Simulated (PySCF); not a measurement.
# Working out the ionisation energy of C⁺

C⁺ [He] 2s2 2p1 (2P) → C²⁺ [He] 2s2 (1S). Calculation: PySCF 2.14, in def2-TZVPPD (6s3p3d1f, 37 functions); no relativity, point nucleus. Frozen: nothing. Energies in hartree (1 hartree = 27.21139 eV):

| part | C⁺ (lower) | C²⁺ (upper) |
| --- | --- | --- |
| UHF | -37.295548 | -36.407300 |
| MP2 opposite-spin | -0.061795 | -0.057507 |
| MP2 same-spin | -0.003986 | -0.000316 |

What does Hartree-Fock give?

(-36.407300) − (-37.295548) = 0.888248 hartree = 24.170 eV.

What do MP2 and SCS-MP2 (6/5 opposite-spin, 1/3 same-spin) give?

The opposite-spin parts differ by 0.117 eV and the same-spin parts by 0.100 eV. MP2: 24.170 + (0.117) + (0.100) = 24.387 eV. SCS-MP2: 24.170 + 1.2 × (0.117) + (0.100)/3 = 24.344 eV.

Measured between the centres of the two terms (NIST): 24.378 eV, so MP2 (valence and next inner shell) is off by 0.009 eV.

What remains against the reference includes basis incompleteness and correlation beyond second order.
